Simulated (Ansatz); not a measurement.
`[OH][SnH]([Br])[Br]` + HBr → `[Br][SnH]([Br])[Br]` + H₂O at 700 K and 1 bar (ligand exchange at the Sn–O bond).

Calculated with Ansatz (gas phase, PBE0-D4/def2-TZVP geometries, no zero-point term in ΔE). CCSD(T)/CBS adds triple-zeta CCSD(T) − MP2 to the extrapolated MP2 energy (def2 sets, frozen cores). This one scheme is used for every species. Elements past krypton have def2 core potentials. For Br, Sn outer-core shells are correlated without core-valence functions, which leaves a few kJ/mol of doubt a bond. Scalar relativity is left out up to krypton. One conformer a species, not always the lowest.

```
              species  CCSD(T)/CBS energy (Eh)  H − E (kJ/mol)  S (J/(mol·K))
`[OH][SnH]([Br])[Br]`              -5437.15470           121.1          468.8
                  HBr              -2573.91920            36.5          223.7
`[Br][SnH]([Br])[Br]`              -7934.72420            83.8          461.4
                  H₂O                -76.37941            80.5          218.4
```

H − E and S are ideal-gas, rigid-rotor, harmonic terms from PBE0-D4/def2-TZVP, for one conformer and one mirror image of each species. 1 Eh = 2625.50 kJ/mol, R = 8.31446 J/(mol·K).

Question: By hand: ΔE, ΔH, ΔS and ΔG.

Answer: ΔE = (-7934.72420) + (-76.37941) − (-5437.15470) − (-2573.91920) = -0.02971 Eh = -78.0 kJ/mol. Δ(H − E) = 83.8 + 80.5 − 121.1 − 36.5 = 6.7, so ΔH = -71.3 kJ/mol. ΔS = 461.4 + 218.4 − 468.8 − 223.7 = -12.7 J/(mol·K). ΔG = -71.3 − 700 × (-12.7)/1000 = -62.4 kJ/mol.

Question: By hand: the equilibrium constant, and the temperature at which ΔG would vanish if ΔH and ΔS stayed fixed.

Answer: log₁₀ K = −ΔG/(RT ln 10) = 4.7. ΔG = 0 at ΔH/ΔS = 5614 K, far beyond where these terms or the molecules hold.

The number of gas molecules stays the same, so ΔS is small and ΔH decides. A doubt of 5 kJ/mol in ΔE shifts log₁₀ K by 0.4 here. Other conformers and mirror images would add mixing entropy, several J/(mol·K) or more a flexible species. These are equilibria of isolated gas molecules and say nothing of rates. Largest T1 diagnostic: 0.010 (customary marks: 0.02 for closed shells, 0.045 for open ones).
